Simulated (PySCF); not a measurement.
## Property card for `COC(=O)c1cnncn1`

Species: C5H5N3O2.
Cartesian coordinates in Å at the GFN2-xTB level; atoms count from 1:
```
atom  x, y, z in Å
C1    -2.8660    0.6979    0.1544
O2    -1.4458    0.7493    0.1226
C3    -0.8219   -0.4166    0.1726
O4    -1.3664   -1.4903    0.2400
C5     0.6706   -0.2686    0.1363
C6     1.4941   -1.4034    0.1807
N7     2.8071   -1.2775    0.1491
N8     3.3317   -0.0887    0.0763
C9     2.5382    0.9632    0.0365
N10    1.2110    0.9373    0.0632
H11   -3.2084    1.7279    0.1044
H12   -3.2059    0.2222    1.0768
H13   -3.2427    0.1237   -0.6947
H14    1.0877   -2.4015    0.2411
H15    3.0123    1.9332   -0.0236
```

Among its groups: ester and pyridine-type ring nitrogen.

GFN2-xTB geometry:

- Point group of the GFN2-xTB geometry: Cs
- Rotational constants A, B, C of the GFN2-xTB geometry: 3.829, 0.868, 0.711 GHz

**CAM-B3LYP/def2-SVPD ground state and vertical TDDFT (core frozen in the response) (PySCF)**

* Dipole moment: 3.33 D
* HOMO energy: -8.64 eV
* LUMO energy: -1.78 eV
* HOMO–LUMO gap: 6.86 eV
* Lowest singlet excitation: 2.91 eV (426 nm, f = 0.004)
* Strongest line among the 8 lowest singlet transitions: S5 at 5.55 eV (223 nm, f = 0.161)
* Lowest triplet excitation (Tamm–Dancoff): 2.25 eV
* Static isotropic polarisability: 83.1 au
* Electronic spatial extent ⟨r²⟩ about the centre of nuclear charge: 1512 bohr²

**PBE0/pcSseg-1 ground state and GIAO shieldings, non-relativistic (PySCF)**

* Lowest Hirshfeld atomic charge: -0.24 e on O4
* Highest Hirshfeld atomic charge: +0.21 e on C3
* 13C chemical shifts (computed TMS as zero) by class: 173.5 (C3), 163.6 (C9), 155.7 (C6), 149.1 (C5), 55.2 (C1) ppm
* 1H chemical shifts (computed TMS as zero) by class: 10.42 (H14), 10.34 (H15), 4.29 (H11/H12/H13) ppm
* Isotropic shieldings of nuclei other than C and H, by class: -235 (N7), -196 (N8), -59 (N10), -104 (O4), 142 (O2) ppm
* Mayer bond orders between heavy atoms: C1–O2 0.86, O2–C3 1.16, C3–O4 1.94, C3–C5 0.91, C5–C6 1.28, C6–N7 1.47, N7–N8 1.32, N8–C9 1.47, C9–N10 1.43, N10–C5 1.50

Monoisotopic mass (most abundant isotopes): 139.0382 u.

1 of the 8 computed singlets lies in the visible range (750 to 380 nm, 1.65 to 3.26 eV), with an oscillator strength of 0.004. In atomic units the dipole is 1.31 e·bohr (1 au = 2.5417 D). The largest Löwdin shares of the HOMO are 0.32 on N7, 0.32 on N8, 0.13 on N10 and 0.08 on C6. The principal polarisabilities are 51.6, 87.3 and 110.3 au; their mean is the isotropic value. The polarisability is 12.31 Å³ as a volume (1 au = 0.148185 Å³), or 1.15 au for each of the 72 electrons.

Isolated species at its GFN2-xTB geometry (one conformer only). GFN2-xTB frequencies show an imaginary mode (22i cm⁻¹), so this geometry is no minimum at that level.

For the TDDFT job (CAM-B3LYP/def2-SVPD), hardware: Arm Neoverse V2, one thread (shared host). Cost: 52 s wall, 1.1 GiB resident at most.
